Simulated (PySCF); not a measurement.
SMILES OB(O)[SiH2]c1ccco1 (C4H7BO3Si) (GFN2-xTB optimised geometry):

```
16

O     -2.235     0.369    -0.149
B     -1.987    -0.967    -0.121
O     -3.060    -1.787    -0.181
Si    -0.199    -1.807     0.000
C      1.113    -0.445     0.000
C      2.481    -0.445     0.000
C      2.901     0.904     0.000
C      1.760     1.645     0.000
O      0.679     0.848     0.000
H     -1.473     0.947    -0.108
H     -3.906    -1.336    -0.239
H      0.180    -2.705    -1.107
H      0.062    -2.596     1.219
H      3.104    -1.315     0.000
H      3.906     1.273     0.000
H      1.591     2.705     0.000
```

Level of theory: B3LYP/def2-TZVP (PySCF).

Q: What are the frontier orbital energies and the dipole moment?

A: HOMO-2 -8.26 eV, HOMO-1 -8.03 eV, HOMO -6.48 eV, LUMO -0.74 eV, LUMO+1 -0.09 eV; dipole moment 1.79 D.

Meta-Löwdin charges at B3LYP/def2-TZVP: O1 -0.52, B2 0.27, O3 -0.51, Si4 0.47, C5 -0.07, C6 -0.17, C7 -0.18, C8 0.03, O9 -0.25, H10 0.36, H11 0.35, H12 -0.09, H13 -0.09, H14 0.13, H15 0.13, H16 0.14.
